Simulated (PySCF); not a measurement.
# Bond curve of BeH

Set-up: basis Be 6-31G(d,p), H 6-31G(d,p); no relativity; PySCF 2.14. Energies in eV from Be + H in their ground configurations at the same level. State: ²Σ⁺ (doublet), unpaired electrons σ ↑.

All columns are PBE0. A positive dipole means Be(−)H(+).

```json
{"R (Å)": "1.166", "E (eV)": "-2.109", "μ (D)": "0.02", "Mulliken charge on Be (basis-dependent)": "0.03", "HOMO (eV)": "-5.42", "LUMO (eV)": "-0.92", "Mayer bond order": "0.99", "⟨S²⟩": "0.75"}
{"R (Å)": "1.220", "E (eV)": "-2.286", "μ (D)": "-0.05", "Mulliken charge on Be (basis-dependent)": "0.05", "HOMO (eV)": "-5.45", "LUMO (eV)": "-0.98", "Mayer bond order": "0.99", "⟨S²⟩": "0.75"}
{"R (Å)": "1.275", "E (eV)": "-2.391", "μ (D)": "-0.13", "Mulliken charge on Be (basis-dependent)": "0.07", "HOMO (eV)": "-5.49", "LUMO (eV)": "-1.08", "Mayer bond order": "0.99", "⟨S²⟩": "0.75"}
{"R (Å)": "1.315", "E (eV)": "-2.431", "μ (D)": "-0.20", "Mulliken charge on Be (basis-dependent)": "0.08", "HOMO (eV)": "-5.52", "LUMO (eV)": "-1.15", "Mayer bond order": "0.98", "⟨S²⟩": "0.75"}
{"R (Å)": "1.356", "E (eV)": "-2.443", "μ (D)": "-0.27", "Mulliken charge on Be (basis-dependent)": "0.09", "HOMO (eV)": "-5.55", "LUMO (eV)": "-1.22", "Mayer bond order": "0.98", "⟨S²⟩": "0.75"}
{"R (Å)": "1.397", "E (eV)": "-2.432", "μ (D)": "-0.33", "Mulliken charge on Be (basis-dependent)": "0.09", "HOMO (eV)": "-5.59", "LUMO (eV)": "-1.29", "Mayer bond order": "0.98", "⟨S²⟩": "0.75"}
{"R (Å)": "1.451", "E (eV)": "-2.388", "μ (D)": "-0.43", "Mulliken charge on Be (basis-dependent)": "0.10", "HOMO (eV)": "-5.63", "LUMO (eV)": "-1.38", "Mayer bond order": "0.97", "⟨S²⟩": "0.75"}
{"R (Å)": "1.519", "E (eV)": "-2.295", "μ (D)": "-0.55", "Mulliken charge on Be (basis-dependent)": "0.11", "HOMO (eV)": "-5.69", "LUMO (eV)": "-1.50", "Mayer bond order": "0.97", "⟨S²⟩": "0.75"}
{"R (Å)": "1.600", "E (eV)": "-2.144", "μ (D)": "-0.69", "Mulliken charge on Be (basis-dependent)": "0.12", "HOMO (eV)": "-5.76", "LUMO (eV)": "-1.65", "Mayer bond order": "0.96", "⟨S²⟩": "0.75"}
{"R (Å)": "1.709", "E (eV)": "-1.900", "μ (D)": "-0.88", "Mulliken charge on Be (basis-dependent)": "0.13", "HOMO (eV)": "-5.85", "LUMO (eV)": "-1.83", "Mayer bond order": "0.94", "⟨S²⟩": "0.76"}
```

A fit through these points gives, at Re = 1.356 Å, μ = -0.27 D and dμ/dR = -1.67 D/Å; the reduced mass is 0.9065 u.

Problem. How strong is the fundamental in the double-harmonic approximation, I = 42.26·(dμ/dR)²/μred km/mol?

Solution. I = 42.26·(-1.67)²/0.9065 = 130 km/mol at PBE0.

The state is the lowest determinant that a PBE0 search found; another state may lie lower at other levels.
